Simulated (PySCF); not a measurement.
Job file and geometry (Å, from GFN2-xTB) of an NMR shielding run on SMILES CCOBC#C[SiH3], C$_{4}$H$_{9}$BOSi, PySCF, GIAO PBE0/pcSseg-1 NMR shielding, non-relativistic, gas phase; density fitting, a coarse starting grid and PySCF grid level 2 are the driver's defaults:

```
$ OMP_NUM_THREADS=1 python probes_run.py task.json out

{"job": {"kind": "nmr", "xc": "PBE0", "basis": "pcSseg-1"}, "charge": 0, "multiplicity": 1}
C     -2.676019     0.967253    -0.020117
C     -1.787759    -0.210668     0.364407
O     -1.525090    -1.005077    -0.769735
B     -0.320197    -1.260435    -1.266838
C      0.981775    -0.745914    -0.650714
C      2.004991    -0.342039    -0.140266
Si     3.571289     0.254981     0.634653
H     -3.590213     0.607341    -0.485632
H     -2.157179     1.611643    -0.726020
H     -2.931932     1.543462     0.864788
H     -0.850250     0.146734     0.810091
H     -2.305503    -0.845820     1.093647
H     -0.301849    -1.934599    -2.229513
H      3.286458     1.522173     1.317272
H      4.579923     0.454021    -0.409042
H      4.013956    -0.754110     1.601609
```

Task: Write the output of this run.

Result: 
```
coarse grid: 13720 points
cycle   1  E = -546.7882190208  dE =  6.159e-01  |g| = 6.125e-01  |ddm| = 3.527e+00
cycle   2  E = -546.7052426216  dE =  8.298e-02  |g| = 9.062e-01  |ddm| = 1.109e+00
cycle   3  E = -546.8617318609  dE = -1.565e-01  |g| = 1.489e-01  |ddm| = 6.725e-01
cycle   4  E = -546.8660507868  dE = -4.319e-03  |g| = 4.887e-02  |ddm| = 1.404e-01
cycle   5  E = -546.8664096518  dE = -3.589e-04  |g| = 3.232e-02  |ddm| = 5.336e-02
cycle   6  E = -546.8666735397  dE = -2.639e-04  |g| = 5.070e-03  |ddm| = 2.488e-02
cycle   7  E = -546.8666796787  dE = -6.139e-06  |g| = 5.783e-04  |ddm| = 4.151e-03
final grid: 127528 points
cycle   8  E = -546.9185589002  dE = -2.811e-05  |g| = 1.033e-02  |ddm| = 3.083e-02
cycle   9  E = -546.9185329779  dE =  2.592e-05  |g| = 1.594e-02  |ddm| = 1.597e-02
cycle  10  E = -546.9185795806  dE = -4.660e-05  |g| = 1.607e-03  |ddm| = 9.687e-03
cycle  11  E = -546.9185801581  dE = -5.776e-07  |g| = 3.080e-04  |ddm| = 1.393e-03
cycle  12  E = -546.9185801698  dE = -1.164e-08  |g| = 2.185e-04  |ddm| = 3.290e-04
cycle  13  E = -546.9185801812  dE = -1.142e-08  |g| = 4.727e-05  |ddm| = 1.658e-04
cycle  14  E = -546.9185801818  dE = -5.926e-10  |g| = 7.986e-06  |ddm| = 4.645e-05
converged SCF energy = -546.9185801818

GIAO shielding tensors (ppm)
atom      isotropic    diamagn.    paramagn.     s11        s22        s33       span
  0 C      166.312     248.110     -81.798    148.884    165.098    184.954     36.070
  1 C      117.889     248.783    -130.894     86.811    102.997    163.859     77.048
  2 O      111.491     393.544    -282.053    -89.464     75.503    348.433    437.897
  3 B       68.331     198.034    -129.702     48.802     54.216    101.975     53.173
  4 C       64.482     264.134    -199.651    -40.739    -33.545    267.731    308.469
  5 C       72.165     265.149    -192.984    -10.728      3.239    223.982    234.710
  6 Si     448.849     882.107    -433.259    440.580    444.481    461.485     20.905
  7 H       29.999      28.049       1.950     26.391     27.910     35.696      9.305
  8 H       30.431      31.309      -0.878     26.618     29.400     35.275      8.657
  9 H       30.632      29.187       1.445     26.963     27.786     37.148     10.185
 10 H       26.724      34.841      -8.116     22.404     27.215     30.553      8.150
 11 H       27.426      30.677      -3.251     23.450     27.017     31.811      8.361
 12 H       27.066      29.622      -2.556     24.394     27.333     29.471      5.077
 13 H       27.473      29.920      -2.447     23.955     26.262     32.202      8.247
 14 H       27.423      28.133      -0.710     24.047     25.739     32.484      8.436
 15 H       27.423      28.673      -1.249     24.149     25.827     32.294      8.144
```

Size and cost of the density-fitted run: 171 basis functions, 54 s wall time on 1 thread of an Arm Neoverse N1, shared host; peak memory 0.77 GiB.
